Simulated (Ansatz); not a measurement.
The molecule MgSi, multiplicity 3 (lowest of 2S+1 = 1, 3 at CCSD(T)/def2-TZVPP on PBE0 minima; our sources give no spin for the ground state, which may be another). The T1 diagnostic near the minimum is 0.057, so single-reference values are doubtful.

The constants come from a fifth-degree fit in 1/R (seven points, main isotopes). In def2 and cc sets the state is the lowest found near the PBE0 minimum, followed along R.

Run with Ansatz (Gaussian orbitals). 

What bond length and harmonic frequency does SVWN5/def2-TZVPP give, and what D_e (from each atom's lowest state at the same level)?

r_e = 2.507 Å, ω_e = 330 cm⁻¹, D_e = 1.50 eV.

What bond length and harmonic frequency does PBE/def2-TZVPP give, and what D_e (from each atom's lowest state at the same level)?

r_e = 2.546 Å, ω_e = 315 cm⁻¹, D_e = 1.27 eV.

What bond length and harmonic frequency does r2SCAN/def2-TZVPP give, and what D_e (from each atom's lowest state at the same level)?

r_e = 2.533 Å, ω_e = 327 cm⁻¹, D_e = 1.33 eV.

Doubts at one or more of the structures used: a spin-contaminated determinant (r2SCAN/def2-TZVPP).

Ansatz is a first-principles code.
